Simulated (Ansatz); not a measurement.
Ansatz (a quantum-chemistry and plane-wave program) input (PBE/def2-QZVP): A basis named .json is the Basis Set Exchange file of that set (core-valence sets with the plain set on hydrogen).

Ansatz 0.2 input:
```yaml
crystal:
  periodic: [false, false, false]
  atoms:
    - {symbol: P, position_ang: [-1.02027206, -0.47127800, -0.05348212]}
    - {symbol: P, position_ang: [1.02027508, 0.47110689, 0.05491295]}
    - {symbol: H, position_ang: [-1.51764144, 0.25666815, 1.06041507]}
    - {symbol: H, position_ang: [-1.51478581, 0.48948324, -0.97567300]}
    - {symbol: H, position_ang: [1.52191029, -0.49872576, 0.96366793]}
    - {symbol: H, position_ang: [1.51047169, -0.24485897, -1.06987245]}
basis:
  gaussian:
    orbitals: def2-QZVP.json
hamiltonian:
  xc: {name: PBE}
output: {forces: true}
magnetization: {spin_polarized: false}
```

Output:

```
Functional definition: PBE
integrals: 0.15 GiB planned
948 factors; their error is unknown
mean field: 1.23 GiB planned
mean field evaluation 1: about -18633.4487 eV, gradient 2.0e1 eV
mean field evaluation 2: about -18633.8243 eV, gradient 2.0e1 eV
mean field evaluation 4: about -18634.8962 eV, gradient 1.2e0 eV
mean field evaluation 8: about -18634.8967 eV, gradient 2.0e-2 eV
mean field -18634.89667933 eV, -684.8198217787 hartree, gradient 6.1e-6 eV, S^2 0.000000; 0 other end points of the search recorded, 0 dependent functions left out
the calculation of the forces begins
reference -18634.89671962 eV, -684.8198232595 hartree; 17, 17 occupied and 243, 243 virtual orbitals, 948 factors
Total energy: -18634.89671962 eV, -684.8198232595 hartree
Atom 0 at    -1.020272    -0.471278    -0.053482 Å, force     0.185111    -0.381044    -0.043960 eV/Å
Atom 1 at     1.020275     0.471107     0.054913 Å, force    -0.185103     0.380572     0.047902 eV/Å
Atom 2 at    -1.517641     0.256668     1.060415 Å, force    -0.073685     0.159354     0.157607 eV/Å
Atom 3 at    -1.514786     0.489483    -0.975673 Å, force    -0.073474     0.190805    -0.117421 eV/Å
Atom 4 at     1.521910    -0.498726     0.963668 Å, force     0.074261    -0.191988     0.115278 eV/Å
Atom 5 at     1.510472    -0.244859    -1.069872 Å, force     0.072890    -0.157699    -0.159407 eV/Å
Dipole moment:    -0.000003     0.000152    -0.001273 e Å
```
